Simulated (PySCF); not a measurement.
**ZrP: frontier orbitals**

r²SCAN at R = 2.174 Å; PySCF, scalar-relativistic core potentials, basis sets Zr def2-TZVPP with ECP28, P def2-TZVPP. State: ²Σ⁺ (doublet), unpaired electrons σ ↑. Only the outer orbitals are listed, counted within each symmetry, core potentials removing the inner ones.

| spin | orbital | occ. | ε (eV) | on Zr (%) | main shells (%) |
| --- | --- | --- | --- | --- | --- |
| α | 2π | 1 | -33.83 | 100 | 100 Zr p |
| α | 2π | 1 | -33.83 | 100 | 100 Zr p |
| α | 5σ | 1 | -33.32 | 97 | 97 Zr p |
| α | 6σ | 1 | -12.50 | 11 | 89 P s |
| α | 7σ | 1 | -5.33 | 40 | 56 P p, 18 Zr s, 16 Zr d |
| α | 3π | 1 | -5.29 | 47 | 52 P p, 44 Zr d |
| α | 3π | 1 | -5.29 | 47 | 52 P p, 44 Zr d |
| α | 8σ | 1 | -4.69 | 97 | 58 Zr s, 38 Zr d |
| α | 1δ | 0 | -3.77 | 99 | 99 Zr d |
| α | 1δ | 0 | -3.77 | 99 | 99 Zr d |
| α | 4π | 0 | -2.55 | 84 | 50 Zr p, 33 Zr d, 16 P p |
| β | 2π | 1 | -33.53 | 100 | 100 Zr p |
| β | 2π | 1 | -33.53 | 100 | 100 Zr p |
| β | 5σ | 1 | -32.80 | 97 | 97 Zr p |
| β | 6σ | 1 | -12.57 | 10 | 90 P s |
| β | 3π | 1 | -5.28 | 42 | 57 P p, 38 Zr d |
| β | 3π | 1 | -5.28 | 42 | 57 P p, 38 Zr d |
| β | 7σ | 1 | -5.18 | 33 | 64 P p, 21 Zr d, 9 Zr s |
| β | 8σ | 0 | -2.97 | 99 | 71 Zr s, 26 Zr d |
| β | 1δ | 0 | -2.76 | 99 | 99 Zr d |
| β | 1δ | 0 | -2.76 | 99 | 99 Zr d |

Which are the highest filled and the lowest empty level, where do they sit, and how wide is the gap?

Highest filled α 8σ at -4.69 eV (in %: 58 Zr s, 38 Zr d); lowest empty α 1δ at -3.77 eV (in %: 99 Zr d); the gap at r²SCAN is 0.92 eV.

| Property | Result |
| --- | --- |
| bond order (Mayer) | 3.13 |
| ⟨S²⟩ | 0.760 |
| charge on Zr (Mulliken, basis-dependent) | 0.38 |
| charge on Zr (Löwdin, basis-dependent) | -0.27 |
| dipole moment (positive dipole means Zr(−)P(+)) | -5.00 D |

Spin–orbit coupling is left out. The state is the lowest single determinant that the PBE0 search found; with open d or f shells the true ground state can be another one.
